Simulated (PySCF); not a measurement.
Cyclohexane, SMILES C1CCCCC1 (C₆H₁₂) (GFN2-xTB optimised geometry):

```
18

C     -0.763     0.300     2.506
C      0.763     0.300     2.506
C      1.296     1.021     1.272
C      0.763     0.368     0.000
C     -0.763     0.368     0.000
C     -1.296    -0.353     1.234
H     -1.124     1.330     2.562
H     -1.136    -0.233     3.383
H      1.136     0.785     3.411
H      1.124    -0.732     2.506
H      0.981     2.067     1.300
H      2.388     1.001     1.271
H      1.135     0.902    -0.877
H      1.124    -0.662    -0.056
H     -1.136    -0.117    -0.905
H     -1.124     1.399     0.000
H     -0.981    -1.399     1.206
H     -2.388    -0.333     1.235
```

Level of theory: PySCF 2.14.0 with PBE0/def2-SVP.

What are the frontier orbital energies and the dipole moment?

HOMO-2 -8.88 eV, HOMO-1 -8.26 eV, HOMO -8.26 eV, LUMO 1.83 eV, LUMO+1 2.32 eV; dipole moment 0.00 D.

Meta-Löwdin charges at PBE0/def2-SVP: C1 -0.17, C2 -0.17, C3 -0.17, C4 -0.17, C5 -0.17, C6 -0.17, H7 0.08, H8 0.09, H9 0.09, H10 0.08, H11 0.08, H12 0.09, H13 0.09, H14 0.08, H15 0.09, H16 0.08, H17 0.08, H18 0.09.
